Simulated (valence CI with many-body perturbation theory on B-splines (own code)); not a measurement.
# Questions on Dy XVIII

Method: valence CI with perturbative core correlation (CI+MBPT): three valence electrons over a frozen Dirac-Fock core [Kr] 4d10, radial functions for each j: 7 s, 7 p, 7 d, 7 f, 4 g, 2 h, with the one-electron correlation potential Σ1, the two-electron term Σ2, the three-electron term Σ3, Breit, model QED; selected CI, second order for the rest, scaled by the run's own slope (own B-spline code, finite nucleus).

No measured levels were compared; by estimate terms of the open shell hold to a few per cent of their energy, and close levels can change places.

Names give the largest LS component (configuration and term), which can be under half, so a name can repeat, a term be missing and a line seem to break the LS rules; names also repeat where a configuration has a term twice.

Rates and lifetimes use the calculated energies. Strong lines usually hold to 10 to 20 %, long lifetimes can be off by a factor of two.

(1) What is the ground level?

(2) Among levels below 122.31 eV, which E1 lines absorb most strongly from the ground level?

(3) What is the ionisation energy?

(4) How well does LS coupling describe the low levels?

(5) Where does the other parity begin?

## Answers

(1) 4f3 4I°_9/2, composition 92 % 4f3 4I° + 7 % 4f3 2H°, g = 0.740.

(2) to 4f2 5d 4H_7/2 at 10.79 nm, f = 0.124; to 4f2 5d 4I_9/2 at 10.87 nm, f = 0.0822; to 4f2 5d 4H_7/2 at 10.70 nm, f = 0.0387.

(3) 395.15 eV; NIST lists 399 ± 20 eV (theoretical).

(4) Among the lowest 20 levels the leading LS term, summed over configurations, holds 79 % on average. For single configurations the figures are 79 % in LS and 68 % in jj coupling. Terms mix most in the J = 3/2 level at 5.80 eV, where the leading one holds 43 %.

(5) At 4f2 5s 4H_7/2, 23.97 eV.
